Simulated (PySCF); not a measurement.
HN2, SMILES [NH][N] (connectivity only; charge and spin as stated), neutral, multiplicity 2.

Geometry: PBE-D3(BJ)/def2-TZVPD.

These are PBE-D3(BJ)/def2-TZVPD in PySCF 2.14.0 values and carry that method's errors.

Frequencies are harmonic and unscaled.

Computed vibrational spectrum:
| mode | ν (cm⁻¹) | IR (km/mol) | moving atoms (share of kinetic energy) |
|---|---|---|---|
| 1 | 1084 | 74.1 | H 81 %, N 19 % |
| 2 | 1815 | 48.9 | N 99 % |
| 3 | 2566 | 141.1 | H 93 % |
